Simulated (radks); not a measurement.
Initial-state core-level shifts of neutral tantalum when its valence configuration changes from [Xe] 4f14 5d3 6s2. Method: scalar-relativistic Kohn-Sham, r2SCAN, spin-polarised, spherical densities, finite nucleus; open shells are filled with parallel spins first (spin-orbit coupling, left out, can overturn this in heavy ions); meta-GGA in the generalised Kohn-Sham scheme; Fermi nuclear charge, rms radius 5.3507 fm; computed with a radial shooting solver on a logarithmic mesh with Libxc functionals. Shifts are changes of the shell-averaged eigenvalues in eV (positive: less bound); the change of the density at the nucleus, which sets a Mossbauer isomer shift, is in e/bohr^3, on a base of 1.394e+06.

valence                    1s       3s       4s       5p  density at nucleus
4f12 5d3 6s2 6p2      -27.253  -31.646  -29.508  -13.921              +225.5
4f14 5d3 6p2           -2.715   -2.683   -2.692   -2.709              -128.9
4f13 5d3 6s1 6p2      -14.096  -16.163  -15.261   -7.887               +37.8
4f13 5d4 6p2          -11.559  -13.541  -12.649   -5.592               -60.5
4f12 5d3 6p4          -30.187  -34.545  -32.408  -16.742               +35.8
4f13 5d4 6s2           -8.828  -10.839   -9.937   -2.864               +76.8
4f13.5 5d3 6s2 6p0.5   -6.370   -7.374   -6.958   -3.376               +51.7
4f14 5d2 6s2 6p1       -3.911   -3.967   -3.970   -3.713               +26.4
4f14 5d4 6s1           +2.234   +2.298   +2.299   +2.128               -62.8
